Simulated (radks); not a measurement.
Ionisation of neutral scandium, [Ar] 3d1 4s2, to [Ar] 3d1 4s1 as the strength of local exchange is varied. Calculated with a radial shooting solver on a logarithmic mesh with Libxc functionals: scalar-relativistic Kohn-Sham, Slater X-alpha exchange (alpha = 2/3 is LDA exchange), no correlation, spin-polarised, spherical densities, finite nucleus; open shells are filled with parallel spins first; Fermi nuclear charge, rms radius 3.5459 fm.

alpha  E(Sc) (hartree)  exchange (hartree)  IE (eV)  -e of the level emptied (eV)  <r> of it (bohr)
0.589       -756.53854           -31.11312    5.126                    2.891 (4s)             3.955
0.619       -758.12542           -32.75976    5.240                    3.011 (4s)             3.926
0.667       -760.67067           -35.40648    5.429                    3.212 (4s)             3.878
0.71        -762.95728           -37.79011    5.604                    3.400 (4s)             3.835
1.005       -778.80851           -54.46262    6.924                    4.853 (4s)             3.549

NIST Atomic Spectra Database: 6.561 eV (measured). The Delta-SCF value meets it near alpha = 0.92. Open shells are spherical and high-spin; term and fine-structure splittings are not resolved.
